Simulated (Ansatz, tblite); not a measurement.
Forces on the cluster Be2I5⁻ at its r2SCAN-D4/def2-SVPD geometry. The state is a singlet with charge -1.

In the def2 sets I takes a core potential; there is no spin–orbit coupling. The xTB rows come from tblite. Another isomer (singlet) lies 0.24 eV lower at PBE0-D4/def2-TZVPD; other spin states weren't run for this one.

GFN1-xTB (tblite), largest force 1.18 eV/Å:

```xyz
7
positions Å, forces eV/Å
Be   -1.153    1.414    0.637   -0.012   -0.498    0.178
Be    1.049   -1.529   -0.553   -0.477   -0.035    0.227
I     0.933   -3.523   -1.678   -0.038   -0.891   -0.533
I    -1.899    2.390    2.572   -0.317    0.464    0.871
I    -0.933   -1.007    0.758   -0.267   -0.286    0.215
I     2.850   -0.152   -0.347    0.941    0.701    0.066
I    -0.847    2.406   -1.390    0.172    0.544   -1.024
```

GFN2-xTB (tblite), largest force 0.26 eV/Å:

```
Be -0.124 -0.069 0.211
Be -0.140 -0.219 0.010
I 0.068 -0.123 -0.126
I -0.034 0.150 0.105
I -0.016 -0.015 0.011
I 0.219 0.146 0.014
I 0.028 0.131 -0.224
```

PBE-D4/def2-TZVPD (Ansatz), largest force 0.15 eV/Å:

```
Be -0.031 -0.015 -0.004
Be 0.000 -0.015 0.032
I 0.000 0.103 0.055
I 0.044 -0.053 -0.097
I 0.090 0.095 -0.075
I -0.099 -0.063 -0.018
I -0.004 -0.052 0.106
```
